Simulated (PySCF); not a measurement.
## Two probes of the same atoms: core binding energy and nuclear shielding

Species: C5H6O2.
SMILES with atom numbers: `[CH2:1]=[CH:2][O:3][C:4](=[O:5])[CH:6]=[CH2:7]`

Binding energies: delta-SCF UKS SCAN, pcX-2 on the ionised atom, pcseg-1 elsewhere, spin-free X2C in PySCF 2.14.0. Shieldings: GIAO HF/pcSseg-2, non-relativistic, same geometry.

```tsv
atom	C 1s (eV)
C1	290.32
C2	292.31
C4	294.43
C6	291.17
C7	290.83
```

Q: What are the absolute isotropic shieldings of these atoms?

A: 
```csv
atom,environment,C 1s (eV),isotropic shielding (ppm)
C1,terminal =CH2 carbon,290.32,89.0
C7,terminal =CH2 carbon,290.83,41.4
C6,alkene CH carbon,291.17,58.1
C2,vinylic carbon bearing oxygen,292.31,40.6
C4,ester carbonyl carbon,294.43,19.5
```

Q: Among the listed atoms, is the one with the highest binding energy also the least shielded?

A: Yes: C4 has both (294.43 eV, 19.5 ppm).

By binding energy: C1 < C7 < C6 < C2 < C4. By shielding: C4 < C2 < C7 < C6 < C1.

The unrestricted hole states depart most from a pure doublet (⟨S²⟩ = 0.75; over 0.85 named) for C 1s of C7 (0.86), which makes this value less certain. Isolated species at its PBE0-D3(BJ)/def2-SVP geometry (one conformer only).

Conformer computed: `[CH2:1]=[CH:2][O:3][C:4](=[O:5])[CH:6]=[CH2:7]`: C1–C2–O3–C4 179°, C2–O3–C4–O5 1°, O3–C4–C6–C7 180°.
